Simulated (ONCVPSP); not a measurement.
# Transferability test, ONCV potential for Cl

```
Element                 : Cl (Z = 17)
Generator               : ONCVPSP 4.0.1
Type                    : optimised norm-conserving Vanderbilt (ONCV)
Functional              : LDA (Perdew-Wang 92)
Relativity              : scalar-relativistic
Frozen core             : [Ne]
Valence charge          : 7
Reference configuration : 3s2 3p5
Partial waves           : 3s: rc 1.40 bohr, ncon 3, nbas 7, qcut 4.2 1/bohr, 3 projectors, debl 1.8 Ha; 3p: rc 1.15 bohr, ncon 4, nbas 8, qcut 8.2 1/bohr, 2 projectors, debl 0.8 Ha; d scattering state at 0.24 Ha: rc 1.10 bohr, ncon 4, nbas 7, qcut 9.2 1/bohr, 1 projector
Local potential         : polynomial inside 0.80 bohr (lpopt 5, dvloc0 4 Ha)
Core correction         : Teter function, fcfact 3.75, rcfact 1.6
```

Energies are relative to the spin-unpolarised reference configuration 3s2 3p5; without spin polarisation the order of configurations can differ from experiment.

```tsv
valence configuration	charge	ΔE all-electron (eV)	error AE − PS (meV)
3s2 3p4	+1	13.969	0.0
3s2 3p2	+3	77.891	+29
3s2 3p1	+4	130.262	+84
```

Question: What are ΔE and the potential's error for 3s2 3p3?

Answer: ΔE = 39.496 eV all-electron; the error (AE − PS) is +5.9 meV.

Levels in the configuration 3s2 3p4:

| level | all-electron (eV) | pseudo (eV) |
| --- | --- | --- |
| 3s | -32.062 | -32.061 |
| 3p | -19.510 | -19.506 |
